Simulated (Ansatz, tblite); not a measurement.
Spin states of the cluster CaI₂⁻ (the lowest doublet isomer of a short search), each relaxed with r2SCAN-D4/def2-TZVPD in Ansatz. Electronic energies in the gas phase.

In the def2 sets I takes a core potential; there is no spin–orbit coupling. The xTB rows come from tblite. Correlated methods freeze 13 core orbitals; core or outer-core shells of Ca, I are correlated, in sets that lack core-valence functions. The rows differ in basis, and correlated rows in double-zeta sets carry the largest basis error. In the quartet, I2 and I3 lie 3.24 Å apart (atoms count from 1), so these atoms are partly bonded to each other. The structure comes from a short search, and lower isomers may exist.

Doublet geometry (C2v within 0.1 Å):

```xyz
3

Ca    0.778    0.383   -0.150
I    -1.489    1.318   -1.779
I     0.712   -1.701    1.929
```

Quartet geometry (C2v within 0.1 Å):

| atom | x (Å) | y (Å) | z (Å) |
| --- | --- | --- | --- |
| Ca1 | -0.0464 | -0.5481 | 1.7338 |
| I2 | -1.5524 | -0.0723 | -1.0186 |
| I3 | 1.5988 | 0.6204 | -0.7152 |

⟨S²⟩: doublet 0.75 at PBE0-D4/def2-TZVPD (pure 0.75), quartet 3.75 at PBE0-D4/def2-TZVPD (pure 3.75).

Only these spin states were relaxed. The quartet has other bonds than the doublet, so the gap mixes isomer and spin.

**Question.** Estimate which spin state lies lowest at each of these levels, and by how much: GFN1-xTB; HF/def2-SVPD; HF/def2-TZVPD; r2SCAN-D4/def2-TZVPD; BHLYP-D4/def2-TZVPD; CAM-B3LYP-D4/def2-TZVPD; RPA@PBE/def2-TZVPD; CCSD(T)/def2-SVPD.

**Answer.** 
| level | quartet − doublet (kcal/mol) | lowest of these | remarks |
| --- | --- | --- | --- |
| GFN1-xTB | 140.6 | doublet | – |
| HF/def2-SVPD | 86.0 | doublet | – |
| HF/def2-TZVPD | 85.8 | doublet | – |
| r2SCAN-D4/def2-TZVPD | 89.4 | doublet | HOMO above zero (doublet), HOMO above zero (quartet) |
| BHLYP-D4/def2-TZVPD | 93.4 | doublet | HOMO above zero (quartet) |
| CAM-B3LYP-D4/def2-TZVPD | 94.7 | doublet | HOMO above zero (quartet) |
| RPA@PBE/def2-TZVPD | 87.2 | doublet | – |
| CCSD(T)/def2-SVPD | 90.1 | doublet | – |

The xTB methods have no term that favours high spin, so they put low spin too low.
